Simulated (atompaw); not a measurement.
What the settings do to the PAW (atompaw) potential of calcium

Base potential:

calcium (Ca), PAW, made with atompaw 4.2.0.5 (PBEsol, scalar-relativistic). Core [Ne], reference 3s2 3p6 3d0 4s1.5 4p0 (charge +0.5). Waves: 3s (bound); 4s (bound); 3p (bound); 4p (bound, empty); 3d (bound, empty); 3d channel at 0.25 Ry. Local part: troulliermartins scheme with l = 3 at 0 Ry, radius 1.95 bohr. Core correction: smooth core density matched at 2.00 bohr. Augmentation charge: sinc compensation charge, radius 2.10 bohr; PAW radius 2.70 bohr; waves and projectors: bloechl.

Cutoffs, loose and tight: the cutoffs (Ry, on a coarse ladder) from which the occupation-weighted sum of valence levels, in a spherical-Bessel basis at the reference potential, stays within 10 and 1 mRy of its value at 400 Ry. They see the waves, projectors and local potential, not the compensation charge or the core. A dash means not determined.

| change | outcome | cutoff, loose | cutoff, tight | bound ghosts |
| --- | --- | --- | --- | --- |
| base | generated | 35 Ry | 55 Ry | none |
| core correction smooth core density matched at 2.36 bohr | generated | 35 Ry | 55 Ry | none |
| local potential ultrasoft scheme with l = 3 at 0 Ry, radius 1.95 bohr | generated | 25 Ry | 35 Ry | none |
| functional LDA (PW92) | generated | 35 Ry | 55 Ry | none |
| waves 3s (bound): rc 1.80 bohr; 4s (bound): rc 2.70 bohr; 3p (bound): rc 1.90 bohr; 4p (bound): rc 2.70 bohr; 3d (bound): rc 1.60 bohr; 3d channel at 0.25 Ry: rc 2.70 bohr; augmentation sinc compensation charge, radius 2.10 bohr; PAW radius 2.70 bohr; waves and projectors: custom polynom2 7 10 vanderbiltortho | failed: atompaw: The overlap operator has at least one negative eigenvalue! | – | – | – |
| augmentation sinc compensation charge, radius 2.12 bohr; PAW radius 2.70 bohr; waves and projectors: bloechl | generated | 35 Ry | 55 Ry | none |
| wave 3d channel at 0.25 Ry becomes 3d channel at 0.78 Ry | generated | 35 Ry | 55 Ry | none |
| reference 3s2 3p6 3d0 4s1 4p0 | generated | 35 Ry | 55 Ry | none |

**Question.** What comes out with this change to the base: all radii scaled by about 0.86 (s 1.54, p 1.62, d 1.38 bohr); local potential troulliermartins scheme with l = 3 at 0 Ry, radius 1.68 bohr; augmentation sinc compensation charge, radius 1.80 bohr; PAW radius 2.32 bohr; waves and projectors: bloechl; core correction smooth core density matched at 1.72 bohr?

**Answer.** outcome: failed: atompaw: terminating projector 1000. Cause: the iteration for the Blöchl projector did not settle.

**Question.** What comes out with this change to the base: local potential troulliermartins scheme with l = 3 at 0 Ry, radius 1.48 bohr?

**Answer.** outcome: generated, no UPF (negative core plus compensation charge); cutoff, loose: 70 Ry; cutoff, tight: 100 Ry; bound ghosts: none.
